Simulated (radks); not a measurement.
Task: All-electron atom: the strontium ion Sr24+ in [Ne] 3s2 3p2. Calculated with a radial shooting solver on a logarithmic mesh with Libxc functionals: Dirac Kohn-Sham, PBE, spin-unpolarised, spherical densities, finite nucleus; open shells are shared between the two j in proportion to 2j + 1; Fermi nuclear charge, rms radius 4.224 fm. Some entries of the table are withheld. Estimate them.

orbital,occ.,eigenvalue (eV),<r^2> (bohr^2)
1s1/2,2,-17039.21,(1)
2s1/2,2,-3222.570,(2)
2p1/2,2,(3),(4)
2p3/2,4,(5),(6)
3s1/2,2,-1201.022,(7)
3p1/2,0.666667,-1138.187,0.1926
3p3/2,1.33333,-1122.082,0.1983

Result: 
(1) 1s1/2 <r^2> (bohr^2): 0.002066
(2) 2s1/2 <r^2> (bohr^2): 0.03399
(3) 2p1/2 eigenvalue (eV): -3039.516
(4) 2p1/2 <r^2> (bohr^2): 0.02580
(5) 2p3/2 eigenvalue (eV): -2969.320
(6) 2p3/2 <r^2> (bohr^2): 0.02710
(7) 3s1/2 <r^2> (bohr^2): 0.2044
